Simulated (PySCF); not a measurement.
Compound: C3H7F3O2Si.
Bonds: C1–O2, O2–Si3, Si3–O4, O4–C5, Si3–C6, C6–F7, C6–F8, C6–F9. Hydrogens: H10, H11, H12 on C1; H13 on Si3; H14, H15, H16 on C5.

The same species was optimised twice, with GFN2-xTB and with PBE0-D3(BJ)/def2-SVP (PySCF), and the same property calculations (PySCF, gas phase) were run on both structures.

| coordinate | GFN2-xTB | PBE0-D3(BJ)/def2-SVP | change |
| --- | --- | --- | --- |
| Si3–O4 (Å) | 1.597 | 1.636 | +0.039 |
| O2–Si3 (Å) | 1.610 | 1.645 | +0.035 |
| Si3–C6 (Å) | 1.942 | 1.922 | -0.020 |
| C6–F9 (Å) | 1.344 | 1.336 | -0.008 |
| C6–F8 (Å) | 1.346 | 1.339 | -0.007 |
| C6–F7 (Å) | 1.359 | 1.353 | -0.006 |
| C1–O2 (Å) | 1.408 | 1.403 | -0.005 |
| O4–C5 (Å) | 1.404 | 1.405 | +0.001 |
| C1–O2–Si3 (°) | 132.9 | 128.0 | -4.9 |
| Si3–O4–C5 (°) | 131.1 | 127.1 | -4.0 |
| O4–Si3–C6 (°) | 101.4 | 105.0 | +3.6 |
| F7–C6–F8 (°) | 105.2 | 107.0 | +1.8 |
| F7–C6–F9 (°) | 105.3 | 107.1 | +1.8 |
| Si3–C6–F9 (°) | 114.6 | 113.0 | -1.6 |
| Si3–C6–F8 (°) | 114.6 | 113.0 | -1.6 |
| F8–C6–F9 (°) | 106.1 | 107.6 | +1.5 |
| C1–O2–Si3–O4 (°) | -172 | 169 | -19 |
| O2–Si3–O4–C5 (°) | -62 | -55 | +7 |
| O2–Si3–C6–F7 (°) | 54 | 57 | +3 |

Rotational constants: A = 1570, B = 1150, C = 783.4 MHz (GFN2-xTB) against A = 1593, B = 1129, C = 778.1 MHz (PBE0-D3(BJ)/def2-SVP). Point groups within 0.08 Å: C1 and C1.

On the GFN2-xTB structure: HOMO (eV) -8.47 [PBE0/pcSseg-1]; LUMO (eV) 0.81 [PBE0/pcSseg-1]; dipole (D) 3.81 [PBE0/pcSseg-1]; GIAO shielding of C1/C5 (mean) (ppm) 133.7 [PBE0/pcSseg-1]; GIAO shielding of O2/O4 (mean) (ppm) 316.4 [PBE0/pcSseg-1]; GIAO shielding of Si3 (ppm) 403.3 [PBE0/pcSseg-1]; GIAO shielding of C6 (ppm) 51.0 [PBE0/pcSseg-1]; GIAO shielding of F7/F8/F9 (mean) (ppm) 254.2 [PBE0/pcSseg-1].

**Question.** What do these properties become on the PBE0-D3(BJ)/def2-SVP structure?

**Answer.** 
| property | level | on GFN2-xTB | on PBE0-D3(BJ)/def2-SVP | change |
| --- | --- | --- | --- | --- |
| HOMO (eV) | PBE0/pcSseg-1 | -8.47 | -8.47 | 0.00 |
| LUMO (eV) | PBE0/pcSseg-1 | 0.81 | 0.79 | -0.02 |
| dipole (D) | PBE0/pcSseg-1 | 3.81 | 3.46 | -0.35 |
| energy, GFN2-xTB geometry as zero (kcal/mol) | PBE0/pcSseg-1 | 0.0 | -1.9 | -1.9 |
| GIAO shielding of C1/C5 (mean) (ppm) | PBE0/pcSseg-1 | 133.7 | 132.1 | -1.6 |
| GIAO shielding of O2/O4 (mean) (ppm) | PBE0/pcSseg-1 | 316.4 | 312.3 | -4.1 |
| GIAO shielding of Si3 (ppm) | PBE0/pcSseg-1 | 403.3 | 392.2 | -11.1 |
| GIAO shielding of C6 (ppm) | PBE0/pcSseg-1 | 51.0 | 53.7 | +2.7 |
| GIAO shielding of F7/F8/F9 (mean) (ppm) | PBE0/pcSseg-1 | 254.2 | 259.5 | +5.3 |

The heavy atoms differ by 0.091 Å rms after alignment. Among the bonds compared Si3–O4 changes most (+0.039 Å). Changes are differences of the printed values. Neither structure is proved a minimum here.

Conformer computed: `[CH3:1][O:2][SiH:3]([O:4][CH3:5])[C:6]([F:7])([F:8])[F:9]`: C1–O2–Si3–O4 169°, O2–Si3–O4–C5 -55°, O2–Si3–C6–F7 57°.
